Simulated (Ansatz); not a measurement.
**Nudged elastic band run: F₅H₃Si**

input.yaml

```yaml
crystal:
  periodic: [false, false, false]
  atoms:
    - { symbol: Si, position_ang: [-0.886764, 0.837229, 0.289087] }
    - { symbol: H, position_ang: [-0.756276, 0.718003, 1.735841] }
    - { symbol: F, position_ang: [-0.849368, -0.586132, -0.516689] }
    - { symbol: F, position_ang: [-2.368787, 1.367053, -0.025652] }
    - { symbol: F, position_ang: [0.097727, 1.84962, -0.454752] }
    - { symbol: H, position_ang: [1.609717, -0.765345, 0.198539] }
    - { symbol: F, position_ang: [1.368512, -0.123804, 0.850567] }
    - { symbol: H, position_ang: [0.44007, -1.524328, -1.055031] }
    - { symbol: F, position_ang: [1.345168, -1.772395, -1.021909] }
basis:
  gaussian: { orbitals: def2-SVP }
hamiltonian:
  xc: pbe0
  dispersion: d4
neb:
  order_check: false
  images: 7
  f_tol: 0.05
  max_iterations: 60
  final_atoms:
    - { symbol: Si, position_ang: [-1.00667452, 0.49760391, -0.70491182] }
    - { symbol: H, position_ang: [0.52178372, 0.11240895, 2.22807259] }
    - { symbol: F, position_ang: [-1.97509003, 0.67404149, -1.94647319] }
    - { symbol: F, position_ang: [-1.80671622, 0.75438601, 0.63719779] }
    - { symbol: F, position_ang: [0.21617749, 1.49066267, -0.82913628] }
    - { symbol: H, position_ang: [1.32347414, -1.37205491, -0.32983961] }
    - { symbol: F, position_ang: [-0.4732774, -1.01283224, -0.70792446] }
    - { symbol: H, position_ang: [1.06109252, -0.14384565, 1.75545128] }
    - { symbol: F, position_ang: [2.1392293, -1.00046923, -0.1024353] }
  initial_path:
    images:
      - { positions_ang: [[-0.886764, 0.837229, 0.289087], [-0.756276, 0.718003, 1.735841], [-0.849368, -0.586132, -0.516689], [-2.368787, 1.367053, -0.025652], [0.097727, 1.84962, -0.454752], [1.609717, -0.765345, 0.198539], [1.368512, -0.123804, 0.850567], [0.44007, -1.524328, -1.055031], [1.345168, -1.772395, -1.021909]] }
      - { positions_ang: [[-0.83873286, 0.82994479, 0.17145735], [-0.67364759, 0.3642794, 1.5256766], [-0.91904873, -0.29293302, -0.80665731], [-2.30644629, 1.28865561, 0.10171225], [0.09496338, 1.90880108, -0.2676221], [1.58597363, -0.79161404, 0.06736948], [1.29791624, -0.05703257, 0.43804344], [0.40913823, -1.47803248, -0.57583913], [1.349883, -1.77216776, -0.65413956]] }
      - { positions_ang: [[-0.79070172, 0.82266058, 0.05382769], [-0.59101918, 0.01055579, 1.31551219], [-0.98872945, 0.00026597, -1.09662562], [-2.24410559, 1.21025821, 0.2290765], [0.09219976, 1.96798215, -0.08049221], [1.56223026, -0.81788308, -0.06380005], [1.22732047, 0.00973885, 0.02551987], [0.37820646, -1.43173696, -0.09664727], [1.354598, -1.77194053, -0.28637011]] }
      - { positions_ang: [[-0.74267058, 0.81537637, -0.06380196], [-0.50839077, -0.34316781, 1.10534779], [-1.05841018, 0.29346495, -1.38659393], [-2.18176488, 1.13186082, 0.35644076], [0.08943614, 2.02716323, 0.10663769], [1.53848689, -0.84415212, -0.19496957], [1.15672471, 0.07651028, -0.38700369], [0.34727468, -1.38544144, 0.3825446], [1.359313, -1.77171329, 0.08139933]] }
      - { positions_ang: [[-0.69463945, 0.80809216, -0.18143161], [-0.42576236, -0.69689141, 0.89518338], [-1.12809091, 0.58666394, -1.67656224], [-2.11942418, 1.05346343, 0.48380501], [0.08667252, 2.08634431, 0.29376758], [1.51474352, -0.87042116, -0.3261391], [1.08612894, 0.14328171, -0.79952726], [0.31634291, -1.33914591, 0.86173646], [1.364028, -1.77148606, 0.44916877]] }
      - { positions_ang: [[-0.77264822, 0.73047009, -0.31230167], [-0.18887584, -0.49456632, 1.22840568], [-1.33984069, 0.60850833, -1.74403998], [-2.04124719, 0.97869407, 0.52215321], [0.11904876, 1.9374239, 0.01304162], [1.46692617, -0.99582959, -0.32706423], [0.69627736, -0.14574678, -0.77662656], [0.50253031, -1.04032085, 1.08516517], [1.55782832, -1.57873185, 0.31126775]] }
      - { positions_ang: [[-0.85065698, 0.65284803, -0.44317172], [0.04801068, -0.29224123, 1.56162799], [-1.55159047, 0.63035271, -1.81151772], [-1.9630702, 0.90392472, 0.5605014], [0.15142501, 1.78850349, -0.26768435], [1.41910883, -1.12123803, -0.32798935], [0.30642577, -0.43477526, -0.75372586], [0.68871772, -0.74149578, 1.30859387], [1.75162865, -1.38597764, 0.17336674]] }
      - { positions_ang: [[-0.92866575, 0.57522597, -0.57404177], [0.2848972, -0.08991614, 1.89485029], [-1.76334025, 0.6521971, -1.87899546], [-1.88489321, 0.82915537, 0.5988496], [0.18380125, 1.63958308, -0.54841031], [1.37129148, -1.24664647, -0.32891448], [-0.08342582, -0.72380375, -0.73082516], [0.87490512, -0.44267072, 1.53202258], [1.94542898, -1.19322344, 0.03546572]] }
      - { positions_ang: [[-1.00667452, 0.49760391, -0.70491182], [0.52178372, 0.11240895, 2.22807259], [-1.97509003, 0.67404149, -1.94647319], [-1.80671622, 0.75438601, 0.63719779], [0.21617749, 1.49066267, -0.82913628], [1.32347414, -1.37205491, -0.32983961], [-0.4732774, -1.01283224, -0.70792446], [1.06109252, -0.14384565, 1.75545128], [2.1392293, -1.00046923, -0.1024353]] }
```

Command:

```bash
$ ansatz run input.yaml --threads 2 --pin off --max-ram 3072MiB --backend cpu --events-out ev --progress --plain --runs-dir out
```

Output, in part (warnings, iteration lines, the closing report on the highest movable image, with atoms numbered from 0):

```
NEB end point (image 0): max|allowed force component| = 2.831e-2 eV/Å (the criterion of neb.relax_end_points is 1.000e-2)
NEB end point (image 8): max|allowed force component| = 1.642e-2 eV/Å (the criterion of neb.relax_end_points is 1.000e-2)
NEB iter   1: max|band force component| = 3.612e1 eV/Å  barrier→ = 6.1314 eV  barrier← = 6.6239 eV  Δτ_max = 0.2000 Å  (212 SCF iters)
NEB iter   2: max|band force component| = 5.196e0 eV/Å  barrier→ = 2.0911 eV  barrier← = 2.5836 eV  Δτ_max = 0.2000 Å  (214 SCF iters)
NEB iter   3: max|band force component| = 3.301e0 eV/Å  barrier→ = 1.2508 eV  barrier← = 1.7433 eV  Δτ_max = 0.2000 Å  (195 SCF iters)
NEB iter   4: max|band force component| = 2.878e0 eV/Å  barrier→ = 1.0963 eV  barrier← = 1.5888 eV  Δτ_max = 0.1960 Å  (187 SCF iters)
NEB iter   5: max|band force component| = 1.403e0 eV/Å  barrier→ = 1.0333 eV  barrier← = 1.5258 eV  Δτ_max = 0.1932 Å  (191 SCF iters)
NEB iter   6: max|band force component| = 2.953e0 eV/Å  barrier→ = 1.1386 eV  barrier← = 1.6311 eV  Δτ_max = 0.1017 Å  (197 SCF iters)
NEB iter   7: max|band force component| = 1.030e0 eV/Å  barrier→ = 1.0407 eV  barrier← = 1.5332 eV  Δτ_max = 0.1980 Å  (189 SCF iters)
NEB iter   8: max|band force component| = 5.408e-1 eV/Å  barrier→ = 1.0824 eV  barrier← = 1.5749 eV  Δτ_max = 0.1524 Å  (187 SCF iters)
NEB iter   9: max|band force component| = 5.975e-1 eV/Å  barrier→ = 0.9496 eV  barrier← = 1.4421 eV  Δτ_max = 0.0776 Å  (193 SCF iters)
NEB iter  10: max|band force component| = 1.032e0 eV/Å  barrier→ = 0.8242 eV  barrier← = 1.3167 eV  Δτ_max = 0.0391 Å  (193 SCF iters)
NEB iter  11: max|band force component| = 5.932e-1 eV/Å  barrier→ = 0.7455 eV  barrier← = 1.2380 eV  CI = image 4  Δτ_max = 0.0775 Å  (187 SCF iters)
NEB iter  12: max|band force component| = 5.319e-1 eV/Å  barrier→ = 0.8001 eV  barrier← = 1.2926 eV  CI = image 4  Δτ_max = 0.1548 Å  (190 SCF iters)
NEB iter  13: max|band force component| = 6.019e-1 eV/Å  barrier→ = 0.9097 eV  barrier← = 1.4022 eV  CI = image 4  Δτ_max = 0.1544 Å  (186 SCF iters)
NEB iter  14: max|band force component| = 6.866e-1 eV/Å  barrier→ = 1.0028 eV  barrier← = 1.4953 eV  CI = image 4  Δτ_max = 0.2000 Å  (184 SCF iters)
NEB iter  15: max|band force component| = 8.678e-1 eV/Å  barrier→ = 1.1328 eV  barrier← = 1.6253 eV  CI = image 4  Δτ_max = 0.1998 Å  (186 SCF iters)
NEB iter  16: max|band force component| = 8.584e-1 eV/Å  barrier→ = 1.2014 eV  barrier← = 1.6939 eV  CI = image 4  Δτ_max = 0.2000 Å  (193 SCF iters)
NEB iter  17: max|band force component| = 9.737e-1 eV/Å  barrier→ = 1.2968 eV  barrier← = 1.7893 eV  CI = image 4  Δτ_max = 0.1943 Å  (193 SCF iters)
NEB iter  18: max|band force component| = 4.348e-1 eV/Å  barrier→ = 1.2105 eV  barrier← = 1.7030 eV  CI = image 4  Δτ_max = 0.0714 Å  (189 SCF iters)
NEB iter  19: max|band force component| = 1.946e-1 eV/Å  barrier→ = 1.1934 eV  barrier← = 1.6859 eV  CI = image 4  Δτ_max = 0.0569 Å  (186 SCF iters)
NEB iter  20: max|band force component| = 9.509e-2 eV/Å  barrier→ = 1.1872 eV  barrier← = 1.6797 eV  CI = image 4  Δτ_max = 0.0571 Å  (188 SCF iters)
NEB iter  21: max|band force component| = 9.608e-2 eV/Å  barrier→ = 1.1867 eV  barrier← = 1.6792 eV  CI = image 4  Δτ_max = 0.0285 Å  (181 SCF iters)
NEB iter  22: max|band force component| = 5.199e-2 eV/Å  barrier→ = 1.1864 eV  barrier← = 1.6789 eV  CI = image 4  Δτ_max = 0.0217 Å  (168 SCF iters)
NEB iter  23: max|band force component| = 4.027e-2 eV/Å  barrier→ = 1.1860 eV  barrier← = 1.6786 eV  CI = image 4  Δτ_max = 0.0000 Å  (337 SCF iters)
Total energy: -21485.52626686 eV, -789.5785268943 hartree
Atom 0 at    -0.516937     0.730837    -0.112226 Å, force     0.028062     0.021068    -0.009736 eV/Å
Atom 1 at    -0.420339    -0.525146     0.917806 Å, force    -0.003365    -0.004533     0.016282 eV/Å
Atom 2 at    -0.970041     0.263244    -1.575441 Å, force    -0.011754    -0.008543     0.005053 eV/Å
Atom 3 at    -1.950788     0.885839     0.627666 Å, force    -0.009879    -0.003326    -0.016568 eV/Å
Atom 4 at    -0.022841     2.245567     0.079229 Å, force     0.004356    -0.001570     0.014424 eV/Å
Atom 5 at     1.384156    -0.872068    -0.256554 Å, force     0.000076    -0.026419     0.003338 eV/Å
Atom 6 at     1.191459     0.312307    -0.475374 Å, force    -0.016100     0.014873    -0.008890 eV/Å
Atom 7 at     0.194234    -1.222556     0.619921 Å, force     0.019457    -0.016023    -0.010090 eV/Å
Atom 8 at     1.111096    -1.818122     0.174974 Å, force    -0.010852     0.024472     0.006186 eV/Å
Dipole moment:     0.325594    -0.436876     0.212778 e Å
```

The forces met the threshold. Neighbouring images differ by up to 1.5 eV, so the band resolves the path poorly. A vibrational analysis at the climbing image gives one clearly imaginary mode, 969i cm⁻¹: a first-order saddle point. The orbitals stay closed-shell, which can raise the energy where a bond breaks towards radicals; this wasn't checked here.

Final band (atoms are numbered from 1 in the order of the input):

| image | path coordinate (Å) | energy (kJ/mol) | Si1–H2 (Å) | H6–F7 (Å) | H8–F9 (Å) |
| --- | --- | --- | --- | --- | --- |
| 0 | 0.00 | 0.0 | 1.46 | 0.95 | 0.94 |
| 1 | 1.15 | 2.9 | 1.46 | 0.94 | 0.94 |
| 2 | 2.31 | 19.5 | 1.46 | 0.94 | 0.93 |
| 3 | 3.46 | 36.7 | 1.47 | 0.94 | 0.93 |
| 4 | 4.62 | 114.4 | 1.63 | 1.22 | 1.18 |
| 5 | 6.09 | -26.7 | 2.66 | 1.73 | 2.01 |
| 6 | 7.55 | -44.7 | 3.71 | 1.85 | 2.30 |
| 7 | 9.02 | -45.0 | 3.60 | 1.85 | 2.31 |
| 8 | 10.49 | -47.5 | 3.33 | 1.87 | 2.31 |

Time of the run: 4.9 min on 2 threads of Arm Neoverse V2, with other jobs on the host, peak memory 0.22 GiB.
